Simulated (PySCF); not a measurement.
Cartesian coordinates in Å; atom numbers follow the order of the lines, from 1:
```xyz
11

Al   -1.052    0.688    0.057
O    -0.851    1.180    1.668
O    -2.403    1.211   -0.826
N     0.105   -0.372   -0.789
Si    1.575   -1.070   -0.191
H    -0.133    0.934    2.252
H    -3.093    1.768   -0.463
H    -0.127   -0.604   -1.753
H     1.698   -0.653    1.242
H     1.580   -2.567   -0.250
H     2.798   -0.599   -0.918
```

Equivalent nuclei averaged, one conformer, no relativistic terms, isolated molecule. Geometry: PBE0-D3(BJ)/def2-SVP; shielding tensors at B3LYP/pcSseg-1 (pcSseg-2 on Al) (GIAO); PySCF.

δ = σ(ref) − σ, references computed at the same level: $^{1}$H (σref 31.38) and $^{29}$Si (σref 337.86) against TMS; [Al(H2O)6]3+ for $^{27}$Al (σref 571.15); H2O for $^{17}$O (σref 334.04); NH3 for $^{15}$N (σref 263.54).

```tsv
atoms	nucleus	count	δ (ppm)
H9/H10/H11	$^{1}$H	3	4.58
Al1	$^{27}$Al	1	131.6
H6/H7	$^{1}$H	2	1.32
Si5	$^{29}$Si	1	?
O2/O3	$^{17}$O	2	?
H8	$^{1}$H	1	-0.50
N4	$^{15}$N	1	1.8
```

Estimate the values marked ?.

Answers


- O2/O3: 10.6 ppm, oxygen bonded to Al, H
- Si5: -57.1 ppm, silicon bonded to N, 3 H

OH and NH positions are those of a molecule without intermolecular hydrogen bonds; in solution they move with solvent, concentration and temperature, and exchange usually removes their couplings. Experimental scales use liquid or dissolved standards, which lie at an offset from isolated NH3 (liquid NH3: subtract about 20 ppm) and H2O (liquid H2O: subtract about 36 ppm).
